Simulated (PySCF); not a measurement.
GeH5Si, SMILES [SiH3][GeH2] (connectivity only; charge and spin as stated), charge +1, multiplicity 1.

Coordinates come from a PBE-D3(BJ)/def2-TZVP optimisation. The spin state was assumed, not searched. The isomer is the one that the SMILES or the coordinates give; other isomers of the formula were not compared.

Vertical ionisation energy (IE) and electron affinity (EA) in eV. Rows of orbital energies are one-electron estimates. Where ΔSCF, EOM or ADC give a negative EA the extra electron is unbound and the value depends on the basis.

| level | IE | EA |
|---|---|---|
| −ε(HOMO), −ε(LUMO), CAM-B3LYP/def2-TZVPD (PySCF) | 15.72 | 8.17 |
| ADC(2)/aug-cc-pVDZ (PySCF) | (withheld) | (withheld) |

Task: Fill in the missing entries. (Estimate from the structure and the level; the computed values follow.)

Result: 
- ADC(2)/aug-cc-pVDZ (PySCF), IE: 16.54
- ADC(2)/aug-cc-pVDZ (PySCF), EA: 7.08

Task: Beyond the first one, list the lowest photoelectron lines from ADC(2)/aug-cc-pVDZ (PySCF) with their pole strengths (two spins summed). (Estimate from the structure and the level; the computed values follow.)

Result: 17.74 eV (1.85), 17.88 eV (1.84), 18.72 eV (1.85), 22.83 eV (1.79), 24.84 eV (1.75).
